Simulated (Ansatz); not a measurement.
C4H2F2Zr (`C#[C][Zr]([F])([F])[C]#C`), 9 atoms. Total charge 0; spin multiplicity 1. Correlated methods include outer-core shells of Zr, which these sets cover unevenly. Zr: def2 effective core potential. All runs use 4 threads of an Arm Neoverse V1 on a shared host. Correlated methods freeze the cores.

Q: How many basis functions does each run have, and how long does it take in Ansatz? RKS ωB97M-V/def2-SVP energy; RKS ωB97X-V/def2-TZVPP energy; direct RPA on PBE orbitals/def2-TZVPP energy; RKS PBE0-D4/def2-TZVP relaxation (7 steps); RKS PBE0-D4/def2-SVP energy; RKS PBE0-D4/def2-TZVP frequencies; RHF-MP2/def2-QZVPP energy; RHF-CCSD(T)/def2-TZVPP energy; RKS PBE0-D4/def2-QZVPP energy; RKS revPBE-D4/def2-TZVPP energy; RKS PBE-QIDH (frozen core)/def2-TZVPP energy; RKS LC-ωPBE/def2-TZVPP energy. (An estimate is asked.)

A: Ansatz gave: Other jobs shared the machine, so times are rough.

| level | job | functions | wall time | peak host memory (GiB) |
| --- | --- | --- | --- | --- |
| RKS PBE0-D4/def2-SVP | energy | 125 | 1.6 s | 0.47 |
| RKS revPBE-D4/def2-TZVPP | energy | 270 | 2.9 s | 0.35 |
| RKS LC-ωPBE/def2-TZVPP | energy | 270 | 3.6 s | 0.52 |
| RKS ωB97M-V/def2-SVP | energy | 125 | 7 s | 0.47 |
| RKS PBE-QIDH (frozen core)/def2-TZVPP | energy | 270 | 8.5 s | 0.75 |
| direct RPA on PBE orbitals/def2-TZVPP | energy | 270 | 8.5 s | 0.74 |
| RKS PBE0-D4/def2-QZVPP | energy | 483 | 9 s | 1.6 |
| RKS ωB97X-V/def2-TZVPP | energy | 270 | 12 s | 0.89 |
| RHF-MP2/def2-QZVPP | energy | 483 | 25 s | 2.7 |
| RKS PBE0-D4/def2-TZVP | relaxation (7 steps) | 238 | 39 s | 0.68 |
| RKS PBE0-D4/def2-TZVP | frequencies | 238 | 3.3 min | 0.69 |
| RHF-CCSD(T)/def2-TZVPP | energy | 270 | 8.9 min | 8.4 |

LC-ωPBE has ω = 0.4 bohr⁻¹.
